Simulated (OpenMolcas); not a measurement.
Co2+: effect of the metal basis

Co2+ with its 6 nearest fluoride ions at 2.128 Å, on the Ca site of CsCaF3 (a = 4.526 Å, distance in the model lattice 2.263 Å). The rest of the host is ab initio model potentials to 7.6 Å and point charges beyond; the distance is set by hand and nothing relaxes.

| Item | Value |
| --- | --- |
| Program | OpenMolcas |
| Method | SS-CASPT2, IPEA 0.25 Eh, imaginary shift 0.1 Eh (closed shells correlated: 3s 3p and the ligand valence shells) |
| Spin-orbit coupling | state interaction with AMFI integrals over the reference wave functions |

Fixed: ligand basis ANO-RCC-VDZP, active space 7 electrons in 5 orbitals (3d), DKH2 Hamiltonian.

States (labels of O, the rotations of Oh). Energies in cm-1 above the lowest state or level, χT in cm3 K/mol; under a threefold ground state the first gap can be a small split of the lowest multiplet, not the spin-orbit step.

```json
{"Run": "A", "Metal basis": "ANO-RCC-VDZP", "Ground state": "4T1", "First state of that spin": "4T2 6570", "First gap with spin-orbit (degeneracies)": "370 (2, 4)", "χT at 300 K": "3.611", "First state of another spin": "2E 14050", "Cost": "roughly 2.4 core-minutes"}
{"Run": "B", "Metal basis": "ANO-RCC-VTZP", "Ground state": "4T1", "First state of that spin": "4T2 6150", "First gap with spin-orbit (degeneracies)": "370 (2, 4)", "χT at 300 K": "3.633", "First state of another spin": "2E 13960", "Cost": "roughly 5 core-minutes"}
```

Against A, the first state of the same spin changes by -6.4 % in B.

Costs are those of the CASPT2 steps.

Roots that are degenerate in the reference are averaged as groups; the widest CASPT2 spread within a group is 100 cm-1 (the 2-fold group of multiplicity 2 near 27100 cm-1 above the lowest state of its run, B). Shifts and gaps below about the spread of the groups concerned are not significant. Over all roots computed the reference weight is 0.72 to 0.74 in A, 0.72 to 0.73 in B; a low but even weight reflects the number of correlated electrons. An orbital triplet at a regular site is open to Jahn-Teller coupling, which can distort the site and quench the lowest spin-orbit gaps and is left out. A single d shell leaves out the double-shell effect, which counts most for late 3d ions, where the CASPT2 field can be off either way by tens of per cent. Ligand-to-metal charge-transfer states are missing. These CASPT2 states fit no ligand-field parameters well, so their order and spin gaps are uncertain. For late 3d ions with one d shell CASPT2 can put B and the spin-flip bands somewhat low as well as high. With one d shell and no ligand orbital active, 10Dq can be off by tens of per cent for divalent 3d ions, low with halides held by bare charges and at times high in hosts. Free-ion shares, where given, are those of the reference states; single-state CASPT2 does not remix them. No measured value stands beside these numbers; the geometry was set by hand and not optimised.
